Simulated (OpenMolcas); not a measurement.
## What dynamic correlation does to the levels of Os II

| Quantity | Value |
| --- | --- |
| Program | OpenMolcas 26.06 |
| Basis | ANO-RCC-VDZP [7s6p4d2f1g] |
| Scalar Hamiltonian | DKH2, point nucleus |
| Active space | 7 electrons in 6 orbitals (5d 6s) |
| State averaging | 2S+1 = 6 even, 6 roots; 2S+1 = 4 even, 74 roots (69 in the spin-orbit step); 2S+1 = 2 even, 98 roots |
| Spin-orbit coupling | state interaction with AMFI integrals over the reference wave functions, term energies averaged over their components |

Methods on the same reference wave functions:
A. CASSCF
B. SS-CASPT2, IPEA 0.25 Eh, imaginary shift 0.1 Eh (closed shells correlated: 5s 5p)
C. MS-CASPT2, IPEA 0.25 Eh, imaginary shift 0.1 Eh (closed shells correlated: 5s 5p)

Energies in eV above 5d⁶ 6s ⁶D_9/2, the measured ground level; measured values from NIST Handbook of Basic Atomic Spectroscopic Data.

| Level | A | B | C | Measured |
| --- | --- | --- | --- | --- |
| 5d⁶ 6s ⁶D_9/2 | 0.0000 | 0.0000 | 0.0000 | 0.0000 |
| 5d⁶ 6s ⁶D_7/2 | 0.4785 | 0.494 | 0.483 | 0.4455 |
| 5d⁶ 6s ⁶D_5/2 [60 %] | 0.6273 | 0.536 | 0.551 | 0.4871 |
| 5d⁶ 6s ⁶D_3/2 [74 %] | 0.8198 | 0.770 | 0.777 | 0.6933 |
| 5d⁶ 6s ⁶D_1/2 | 0.9474 | 0.918 | 0.927 | 0.8228 |
| 5d⁷ ⁴F_9/2 | 1.5372 | 1.199 | 1.082 |  |
| 5d⁵ 6s² ⁶S_5/2 [65 %] | 2.1824 | 0.978 | 0.939 | 0.9785 |
| 5d⁷ ⁴F_5/2 [56 %] | 2.3216 | 1.943 | 1.928 |  |
| 5d⁶ 6s ⁴H_13/2 | 2.7053 | 2.621 | 2.597 |  |
| 5d⁶ 6s ⁴P_1/2(1) [70 %] | 2.7170 | 2.324 | 2.155 |  |
| 5d⁶ 6s ⁴D_5/2(1) [64 %] | 2.9457 | 2.526 | 2.465 |  |
| 5d⁶ 6s ⁴D_1/2(1) [58 %] | 3.0847 | 2.653 | 2.632 |  |
| 5d⁶ 6s ⁴F_3/2(1) [58 %] | 4.0000 | 3.637 | 3.557 |  |

Deviations, from unrounded energies. A percentage is the sum of absolute deviations over the sum of measured energies, with the sign that they share, or ± where signs differ.

```
                  Against measurement  Levels       A      B      C
       mean absolute deviation (cm-1)       5    2600    430    530
fine structure of the ground term (%)       4   +17.3  +11.0  +11.8
             other configurations (%)       1  +123.0   -0.0   -4.0
```

B lies closest to measurement on these levels and A furthest from it. The largest miss of B in the table is 5d⁶ 6s ⁶D_1/2, by +760 cm-1. The ranking rests on the paired levels alone, and a cruder setting can come out closer through cancelling errors.

Between B and C the level of the table that moves most is 5d⁶ 6s ⁴P_1/2(1) [70 %], by 1400 cm-1 (lowest in C, highest in B). Moves below CASPT2's spread within the term are not significant.

The mean deviations of B to C differ by less than CASPT2's widest spread within a term (380 cm-1), so their order carries little weight.

From A to B the spin-free energies of the other terms of 5d⁶ 6s shown, above ⁶D, scale by factors of 0.71 to 0.95.

The lowest spin-free term lies below A's lowest term by 0.267 hartree in B, 0.267 hartree in C.

CASPT2 breaks the degeneracy within a term, and the mean is taken; among the terms shown or strongly mixed into the levels shown the widest spread is 380 cm-1 (5d⁷ ⁴F, C). Some high roots are left out of the spin-orbit mixing, which shifts the levels that they would mix with. Configurations are named by rounded mean occupations; where the s occupation lies near a half they are strongly mixed, a name can repeat and a true partner stay unpaired. A single d shell beside an s shell can misplace configurations of different d count against each other. Without dynamic correlation excited terms often stand tens of per cent too high (terms of higher spin than the ground term too low), and those without a measured partner can miss by more than the paired ones (holds for A). The CASPT2 spread within a term exceeds the gap to the next term for 5d⁶ 6s ⁴P(1) and 5d⁷ ⁴F, so the order of their levels is uncertain, and so are names and mixing where such terms share a J (holds for B; C). Blocks of more than 70 roots (2S+1 = 2 even) ran without multistate coupling (holds for C). Computed and measured levels are paired by configuration, term and J; levels that our copy of the source lacks, or whose pairing is in doubt (as where it misses far off the trend of its configuration), stay unpaired and out of the deviations. Only configurations of the active space appear. Levels that lie high or do not pair safely by name in every column are left out.

A share in square brackets marks a mixed level and gives the weight of the term that names it, the lowest over the columns. A number in round brackets counts repeated terms of one configuration in the order of the reference energies.
